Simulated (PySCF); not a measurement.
Cost of excited-state runs on SMILES NB1OC=CO1, C$_{2}$H$_{4}$BNO$_{2}$

Geometry (Å), atoms numbered from 1 in this order:
```xyz
10

N     2.0351    0.0517    0.2533
B     0.6371    0.0252    0.2244
O    -0.1410   -1.1165    0.3781
C    -1.4341   -0.6768    0.2787
C    -1.4549    0.6478    0.0778
O    -0.1764    1.1367    0.0365
H     2.5599    0.9055    0.1412
H     2.5873   -0.7798    0.3967
H    -2.2377   -1.4040    0.3684
H    -2.2809    1.3438   -0.0487
```

PySCF with density fitting, on 1 thread of an Intel Xeon Platinum 8175M, shared host. Command: `OMP_NUM_THREADS=1 python excited_run.py task.json out`

Problem. How long does this run take, and how much memory?
- excited states, PBE0/def2-TZVP; Tamm-Dancoff; spin-orbit couplings; 5 states; 5 triplets; quadratic response for 4 states

Solution. 
| run | level | basis functions | wall time | peak memory (GiB) |
| --- | --- | --- | --- | --- |
| excited states | PBE0/def2-TZVP | 210 | 31 s | 0.72 |

Times from a shared host are rough.
